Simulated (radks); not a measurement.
Problem. The mean radii <r> (bohr) of the occupied orbitals of an atom or ion are listed with their occupations. All-electron calculation, Dirac Kohn-Sham, SOGGA, spin-unpolarised, spherical densities, point nucleus. Program: a radial shooting solver on a logarithmic mesh with Libxc functionals.

orbital  occ.      <r>
1s1/2       2  0.02843
2s1/2       2   0.1223
2p1/2       2   0.1033
2p3/2       4   0.1088
3s1/2       2   0.3304
3p1/2       2   0.3210
3p3/2       4   0.3323
3d3/2       4   0.3034
3d5/2       6   0.3070
4s1/2       2   0.7909
4p1/2       2   0.8326
4p3/2       4   0.8619
4d3/2       4    1.022
4d5/2       6    1.035
5s1/2       2    2.162
5p1/2       2    2.604

Name the element and its charge. Open shells, if any, fill j = l - 1/2 first.

Solution. Z = 51, antimony, charge +1: Sb+ in [Kr] 4d10 5s2 5p2. The 1s radius gives Z: for a bare nucleus <r> = (2 gamma + 1)/(2Z) with gamma = sqrt(1 - (Z/c)^2), 0.028 bohr for Z = 51, and screening makes it slightly larger (0.02843 here). The occupations add up to 50, and the charge is Z minus that.
